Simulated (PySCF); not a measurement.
C₅H₆B (charge -1).
Cartesian coordinates in Å at the GFN2-xTB level; atoms count from 1:
```
atom  x, y, z in Å
B1     1.0153    1.0994    0.0328
C2     1.3954   -0.3535   -0.0307
C3     0.4186   -1.3282   -0.0606
C4    -0.9359   -1.0139   -0.0347
C5    -1.3588    0.3096    0.0245
C6    -0.4649    1.3606    0.0583
H7     1.8320    1.9850    0.0609
H8     2.4323   -0.7139   -0.0558
H9     0.6902   -2.3899   -0.1069
H10   -1.6759   -1.8150   -0.0604
H11   -2.4398    0.4949    0.0428
H12   -0.9073    2.3643    0.1038
```

The closed-shell ground state was solved at several levels (PySCF, density fitting, gas phase, non-relativistic). No diffuse functions stand in pcJ-1 and pcSseg-1, which bears on an anion's orbital energies.

```tsv
level	basis functions	HOMO (eV)	LUMO (eV)	gap (eV)
PBE0/pcSseg-1	132	-0.47	5.45	5.92
B3LYP/pcJ-1	222	-0.24	5.29	5.53
```

Problem. Estimate the row for CAM-B3LYP/def2-SVPD, a basis of 168 functions; the other rows only guide the guess.

Solution. HOMO -1.69 eV, LUMO 5.03 eV, gap 6.72 eV.

Problem. Over all these levels, which gives the widest orbital gap and which the narrowest?

Solution. CAM-B3LYP/def2-SVPD (range-separated hybrid) has the widest, 6.72 eV, and B3LYP/pcJ-1 (global hybrid, 20 % exact exchange) the narrowest, 5.53 eV. Functional and basis both differ between the two, so the spread mixes both effects.
